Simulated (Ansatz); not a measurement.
`COB(N)Br` at its PBE0-D4/def2-TZVP geometry, where that method's forces vanish. The species carries charge 0 and has multiplicity 1.

```xyz
10

C    -0.5356   -1.5978    0.2789
O     0.2421   -0.4416    0.5014
B     0.1411    0.6956   -0.2207
N     0.9529    1.7916    0.0688
Br   -1.1360    0.8589   -1.6924
H    -1.6012   -1.3850    0.3930
H    -0.3643   -2.0018   -0.7218
H    -0.2352   -2.3372    1.0210
H     1.6271    1.7643    0.8140
H     0.9090    2.6530   -0.4421
```

Task: What forces (eV/Å) does B3LYP-D4/def2-TZVPP give on these atoms in the Gaussian-basis code of Ansatz? (Estimate.)

Result: The calculation gave: 
```
C1  -0.180 -0.357 -0.002
O2   0.131  0.150  0.063
B3   0.108  0.042  0.095
N4   0.048  0.078  0.010
Br5 -0.163  0.040 -0.198
H6   0.061 -0.025 -0.004
H7  -0.014  0.013  0.062
H8  -0.024  0.031 -0.045
H9   0.011  0.016  0.004
H10  0.021  0.013  0.015
```

B3LYP here is the variant with VWN-RPA as its local correlation; programs differ in this.
